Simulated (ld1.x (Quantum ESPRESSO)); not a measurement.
# W (Z = 74), TM: configuration errors across variants

| Property | Result |
| --- | --- |
| Element | W |
| Generator | ld1.x (Quantum ESPRESSO) 7.5 |
| Type | norm-conserving Troullier–Martins (Kleinman–Bylander form) |
| Functional | PBEsol |
| Relativity | fully relativistic |
| Frozen core | [Kr] 4d10 4f14 |
| Valence charge | 14 |
| Reference configuration | 5s2 5p6 5d4 6s0 6p0 (charge +2) |
| Partial waves | 5s (bound): rc 1.45 bohr; 5p (bound): rc 1.50 bohr; 5d (bound): rc 2.05 bohr |
| Local potential | all-electron potential smoothed inside 1.60 bohr (lloc = -1) |
| Core correction | Bessel-smoothed model core inside 1.10 bohr |

Open shells are filled in proportion to 2j + 1 (rel_dist='average').

All-electron excitation energies from the reference (eV): (1) 5s2 5p6 5d4 6s2 6p0 -24.627; (2) 5s2 5p6 5d4 6s1 6p0 -15.697; (3) 5s2 5p6 5d3 6s0 6p0 25.395; (4) 5s2 5p6 5d4 6s1 6p1 -20.121; (5) 5s2 5p6 5d3 6s2 6p1 -20.606; (6) 5s1 5p6 5d4 6s2 6p0 60.716; (7) 5s2 5p6 5d4.5 6s1.5 6p0 -23.933.

5 further variants failed, have other tests or another functional or relativity, and are left out.

A true bound ghost makes a file unfit for plane-wave use even where its test errors are small: the radial tests pick states by their node count and pass the ghost by. Where a test does run into it, the solver fails or the error is huge.

The file “local potential the p channel” misses its own reference levels by 6.9 eV.

Errors AE − PS in meV (a dash: test not solved or not reliable):

```tsv
change	(1)	(2)	(3)	(4)	(5)	(6)	(7)	bound ghosts
base	-119	-70	-11	-69	-158	-351	-84	not determined
wave 5s (bound): rc 1.45 bohr becomes 5s (bound): rc 1.40 bohr	-167	-100	-11	-95	-217	-428	-118	not determined
local potential the p channel	+4855	+3048	-12	+2784	+5882	+8110	+3543	not determined
all radii but the core radius scaled by about 0.82 (s 1.18, p 1.22, d 1.68 bohr); local potential all-electron potential smoothed inside 1.30 bohr (lloc = -1)	+616	+389	-9.9	+365	+803	+1056	+434	not determined
wave 5d (bound): rc 2.05 bohr becomes 5d (bound): rc 2.36 bohr	-119	-70	-9.5	-68	-154	-362	-84	none
wave 5p (bound): rc 1.50 bohr becomes 5p (bound): rc 1.56 bohr	-119	-70	-11	-64	-152	-345	-84	not determined
```

Q: Give the same row for: local potential all-electron potential smoothed inside 1.72 bohr (lloc = -1).

A: -669, -408, -14, -468, –, -1340, -471; bound ghosts: p1/2. Not counted: 5s2 5p6 5d3 6s2 6p1 (solver errors, printed error -1.2 eV).
